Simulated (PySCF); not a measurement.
PySCF job for SiBr2F, SMILES [Si](Br)(Br)F, multiplicity 2, PBE-D3(BJ)/def2-SVP. Geometry optimised at PBE-D3(BJ)/def2-SVP.

```python
import numpy as np
from pyscf import gto, scf, dft, df
from pyscf.hessian import thermo

mol = gto.M(
    atom='''
    Si    0.49898958   -0.72365473    0.00000000
    Br   -0.05497956    0.41780443   -1.84791786
    Br   -0.05497956    0.41780443    1.84791786
    F    -0.34858726   -2.12390486    0.00000000
    ''',
    basis='def2-SVP',
    charge=0,
    spin=1,
    max_memory=1600,
    verbose=3,
)
mf = dft.UKS(mol, xc='pbe').density_fit(auxbasis='def2-universal-jkfit')
mf.disp = 'd3bj'
mf.grids.level = 3
mf.conv_tol = 1e-11
mf.max_cycle = 100
mf.kernel()
fine, coarse = mf.grids, dft.Grids(mol).set(level=1).build(with_non0tab=True)
for _ in range(3):  # follow internal instabilities
    mf.grids = coarse
    mo, _, stable, _ = mf.stability(return_status=True, nroots=4)
    mf.grids = fine
    if stable:
        break
    mf.kernel(mf.make_rdm1(mo, mf.mo_occ))

# analytic Hessian; the response equations are solved on a coarser grid
h, args, fine = mf.Hessian(), (mf.mo_energy, mf.mo_coeff, mf.mo_occ), mf.grids
h.max_memory = max(150, 2.5e-5 * df.make_auxmol(mol, mf.with_df.auxbasis).nao * mol.nelec[0] * (mol.nelec[0] + mol.nao))  # MB; small integral blocks
h1ao = h.make_h1(mf.mo_coeff, mf.mo_occ)
mf.grids = dft.Grids(mol).set(level=1).build(with_non0tab=True)
mo1, mo_e1 = h.solve_mo1(*args, h1ao)
mf.grids = fine
hess = h.hess_elec(*args, mo1, mo_e1, h1ao) + h.hess_nuc()
if mf.do_disp():
    hess += h.get_dispersion()
for i in range(mol.natm):  # the analytic DFT Hessian lacks the response of the grid: restore translational invariance
    hess[i, i] -= hess[i].sum(axis=0)
hess = (hess + hess.transpose(1, 0, 3, 2)) / 2
vib = thermo.harmonic_analysis(mol, hess, imaginary_freq=False)
thermo.dump_normal_mode(mol, vib)
th = thermo.thermo(mf, vib['freq_au'][vib['freq_au'] > 0], 298.15, 101325)
thermo.dump_thermo(mol, th)
g0 = mf.nuc_grad_method().set(verbose=0).kernel()

# dipole derivatives [dipole axis, atom, xyz] from the same response
r, irp = mol.intor('int1e_r'), mol.intor('int1e_irp').reshape(3, 3, mol.nao, mol.nao)
sl, dm0, ok = mol.aoslice_by_atom(), np.array(mf.make_rdm1()), []
dmu = np.einsum('a,xt->xat', mol.atom_charges(), np.eye(3))
for a, (_, _, p0, p1) in enumerate(sl):
    dmu[:, a] += 2 * np.einsum('xtij,ij->xt', irp[:, :, :, p0:p1], dm0.reshape(-1, mol.nao, mol.nao).sum(0)[:, p0:p1])
    for u, c, occ, f in zip(mo1, mf.mo_coeff, mf.mo_occ, (2, 2)):
        dmu[:, a] -= f * np.einsum('tui,xuv,vi->xt', u[a], r, c[:, occ > 0], optimize=True)
L = vib['norm_mode']
ir = 974.8801 * (np.einsum('xat,kat->kx', dmu, L) ** 2).sum(1)       # km/mol
apt = np.einsum('xax->a', dmu) / 3
print('mode   freq/cm-1   IR/(km/mol)')
for k, w in enumerate(vib['freq_wavenumber']):
    print(f'{k + 1:4d} {w:11.2f} {ir[k]:13.3f}')
print('max |gradient| / (hartree/bohr):', abs(g0).max())
print('APT charges:', apt.round(4))
```

Program output:

```

WARN: HOMO -0.192743565214729 >= LUMO -0.192743565214723

converged SCF energy = -5535.95130405444  <S^2> = 0.75185281  2S+1 = 2.001852
<class 'pyscf.df.df_jk.DFUKS'> wavefunction is stable in the internal stability analysis

WARN: DFTD3 does not support analytical Hessian, using finite difference


WARN: Mole.unit (angstrom) is changed to Bohr

Mode                                 0                   1                   2
Irrep
Freq [cm^-1]                      102.0298            182.0501            219.8512
Reduced mass [au]                  53.5400             23.1211             26.3903
Force const [Dyne/A]                0.3284              0.4515              0.7515
Char temp [K]                     146.7982            261.9296            316.3169
Normal mode                   x     y     z       x     y     z       x     y     z
       0  Si                 0.01 -0.07 -0.00   -0.00  0.00 -0.01   -0.09 -0.04  0.00
       1  Br                -0.00  0.02  0.07    0.00  0.03 -0.02    0.01  0.02 -0.03
       2  Br                -0.00  0.02 -0.07   -0.00 -0.03 -0.02    0.01  0.02  0.03
       3   F                 0.01 -0.06 -0.00    0.00 -0.00  0.20    0.06 -0.14 -0.00
Mode                                 3                   4                   5
Irrep
Freq [cm^-1]                      375.1687            469.3473            860.3928
Reduced mass [au]                  32.5401             31.3252             22.0270
Force const [Dyne/A]                2.6985              4.0657              9.6073
Char temp [K]                     539.7842            675.2863           1237.9136
Normal mode                   x     y     z       x     y     z       x     y     z
       0  Si                 0.12 -0.11  0.00   -0.00  0.00  0.17    0.06  0.11  0.00
       1  Br                -0.02  0.02 -0.03   -0.01  0.01 -0.03    0.00 -0.00  0.00
       2  Br                -0.02  0.02  0.03    0.01 -0.01 -0.03    0.00 -0.00 -0.00
       3   F                -0.05 -0.02  0.00    0.00  0.00 -0.02   -0.09 -0.15  0.00
temperature 298.1500 [K]
pressure 101325.00 [Pa]
Rotational constants [GHz] 3.66481 0.90979 0.75000
Symmetry number 1
Zero-point energy (ZPE) 0.00503 [Eh]   13211.797 [J/mol]
                           tot       elec      trans        rot        vib
Entropy [J/mol/K]       343.713      5.763    175.247    122.352     40.351
Cv [J/mol/K]             62.683      0.000     12.472     12.472     37.740
Cp [J/mol/K]             70.997      0.000     20.786     12.472     37.740
Internal energy [J/mol]                      3718.434   3718.434  19762.890
Internal energy [Eh]   -5535.94094  -5535.95130
Enthalpy [J/mol]                             6197.391   3718.434  19762.890
Enthalpy [Eh]          -5535.94000
Gibbs free energy [J/mol]                  -46052.589 -32760.766   7732.227
Gibbs free energy [Eh] -5535.97903
mode   freq/cm-1   IR/(km/mol)
   1      102.03         0.220
   2      182.05         2.270
   3      219.85         3.869
   4      375.17        29.640
   5      469.35       160.753
   6      860.39       108.869
max |gradient| / (hartree/bohr): 0.00021646085512126774
APT charges: [ 1.359  -0.4169 -0.4169 -0.5251]
```

Self-consistency was reached.
